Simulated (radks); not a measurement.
Results of a calculation; reference values are marked as such.
The copper anion Cu- inside a hard spherical wall (all orbitals vanish at R), configuration held at [Ar] 3d10 4s2 and not refilled when levels cross. Level of theory: scalar-relativistic Kohn-Sham, LDA (Slater exchange, VWN5 correlation), spin-unpolarised, spherical densities, point nucleus (a radial shooting solver on a logarithmic mesh with Libxc functionals). Eigenvalues in eV, with the zero of energy where the potential of the charges vanishes at infinity; a dash marks a level that is unbound or too diffuse for the functional's potential to be trusted. A positive occupied level is held by the wall or, in an anion where self-interaction has pushed it up, behind a barrier. The pressure on the wall is -dE/dV.

[
 {"R (bohr)": "20", "E (hartree)": "-1652.34179", "kinetic (hartree)": "1676.199", "e(3s)": "-107.77", "e(3p)": "-65.631", "e(4s)": "0.830", "e(3d)": "1.105", "e(5s, empty)": "2.225", "e(4p, empty)": "2.310", "pressure (GPa)": "0.000103"},
 {"R (bohr)": "15", "E (hartree)": "-1652.34148", "kinetic (hartree)": "1676.201", "e(3s)": "-107.71", "e(3p)": "-65.568", "e(4s)": "0.884", "e(3d)": "1.168", "e(5s, empty)": "3.086", "e(4p, empty)": "2.952", "pressure (GPa)": "0.00165"},
 {"R (bohr)": "12", "E (hartree)": "-1652.34032", "kinetic (hartree)": "1676.206", "e(3s)": "-107.57", "e(3p)": "-65.427", "e(4s)": "1.004", "e(3d)": "1.309", "e(5s, empty)": "4.218", "e(4p, empty)": "3.544", "pressure (GPa)": "0.0129"},
 {"R (bohr)": "8", "E (hartree)": "-1652.32550", "kinetic (hartree)": "1676.269", "e(3s)": "-106.72", "e(3p)": "-64.574", "e(4s)": "1.763", "e(3d)": "2.152", "e(5s, empty)": "8.856", "e(4p, empty)": "5.334", "pressure (GPa)": "0.406"},
 {"R (bohr)": "4", "E (hartree)": "-1651.87374", "kinetic (hartree)": "1677.773", "e(3s)": "-98.808", "e(3p)": "-56.709", "e(4s)": "10.521", "e(3d)": "9.695", "e(5s, empty)": "46.676", "e(4p, empty)": "18.000", "pressure (GPa)": "75.1"},
 {"R (bohr)": "3.5", "E (hartree)": "-1651.50778", "kinetic (hartree)": "1678.913", "e(3s)": "-94.925", "e(3p)": "-52.885", "e(4s)": "15.705", "e(3d)": "13.381", "e(5s, empty)": "66.210", "e(4p, empty)": "24.658", "pressure (GPa)": "194"},
 {"R (bohr)": "3", "E (hartree)": "-1650.74494", "kinetic (hartree)": "1681.230", "e(3s)": "-88.643", "e(3p)": "-46.728", "e(4s)": "25.263", "e(3d)": "19.454", "e(5s, empty)": "99.651", "e(4p, empty)": "36.444", "pressure (GPa)": "576"}
]
